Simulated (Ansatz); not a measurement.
`CC[SiH2]Br` + HCl → `Cl[SiH2]Br` + `CC` at 500 K and 1 bar (ligand exchange at the Si–C bond).

Computed with Ansatz on PBE0-D4/def2-TZVP structures; ΔE is electronic, products minus reactants. CBS: MP2 limit from def2 TZ/QZ plus the TZ coupled-cluster correction, frozen cores. This one scheme is used for every species. For Br outer-core shells are correlated without core-valence functions, which leaves a few kJ/mol of doubt a bond. Scalar relativity is left out up to krypton. Each species was taken in one conformer, which may not be the lowest.

| species | CCSD(T)/CBS energy (Eh) | H − E (kJ/mol) | S (J/(mol·K)) |
| --- | --- | --- | --- |
| `CC[SiH2]Br` | -2942.77097 | 263.2 | 404.8 |
| HCl | -460.38127 | 32.5 | 201.9 |
| `Cl[SiH2]Br` | -3323.46904 | 80.9 | 341.7 |
| `CC` | -79.71954 | 220.5 | 259.9 |

H − E and S are ideal-gas, rigid-rotor, harmonic terms from PBE0-D4/def2-TZVP, for one conformer and one mirror image of each species. 1 Eh = 2625.50 kJ/mol, R = 8.31446 J/(mol·K).

Question: By hand: ΔE, ΔH, ΔS and ΔG.

Answer: ΔE = (-3323.46904) + (-79.71954) − (-2942.77097) − (-460.38127) = -0.03634 Eh = -95.4 kJ/mol. Δ(H − E) = 80.9 + 220.5 − 263.2 − 32.5 = 5.7, so ΔH = -89.7 kJ/mol. ΔS = 341.7 + 259.9 − 404.8 − 201.9 = -5.1 J/(mol·K). ΔG = -89.7 − 500 × (-5.1)/1000 = -87.2 kJ/mol.

Question: By hand: the equilibrium constant, and the temperature at which ΔG would vanish if ΔH and ΔS stayed fixed.

Answer: log₁₀ K = −ΔG/(RT ln 10) = 9.1. ΔG = 0 at ΔH/ΔS = 17588 K, far beyond where these terms or the molecules hold.

The number of gas molecules stays the same, so ΔS is small and ΔH decides. A doubt of 5 kJ/mol in ΔE shifts log₁₀ K by 0.5 here. Other conformers and mirror images would add mixing entropy, several J/(mol·K) or more a flexible species. These are equilibria of isolated gas molecules and say nothing of rates. Largest T1 diagnostic: 0.008 (customary marks: 0.02 for closed shells, 0.045 for open ones).
